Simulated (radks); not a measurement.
Question: These are the eigenvalues of the occupied orbitals of an atom or ion with whole-number occupations (Ry). Calculated with a radial shooting solver on a logarithmic mesh with Libxc functionals: scalar-relativistic Kohn-Sham, PBE, spin-polarised, spherical densities, finite nucleus; Fermi nuclear charge, rms radius of each element as measured or else 0.836 A^(1/3) + 0.57 fm.

1s up: -4500.605
1s down: -4500.604
2s up: -762.9603
2s down: -762.9599
2p up: -672.5891
2p down: -672.5887
3s down: -172.3496
3s up: -172.3493
3p down: -145.0970
3p up: -145.0967
3d down: -111.8904
3d up: -111.8902
4s down: -34.29886
4s up: -34.29812
4p down: -25.35238
4p up: -25.35179
4d down: -13.56940
4d up: -13.56915
5s up: -4.53596
5s down: -4.53097
5p up: -2.51800
5p down: -2.50733
4f up: -0.71513
4f down: -0.71275
6s up: -0.70744

Which element is it, and in what charge state? The configuration may be excited. Open shells, if any, are filled with parallel spins first.

Answer: Z = 70, ytterbium, charge +1: Yb+ in [Xe] 4f14 6s1. The list shows which subshells hold electrons but not how many an open one holds; the 1s level, -2250.3 hartree, gives Z - s = 67.1 by -(Z - s)^2/2, which with screening and relativity narrows Z to a few neighbours, and the depths of the outer levels then fix element, charge and occupations together.
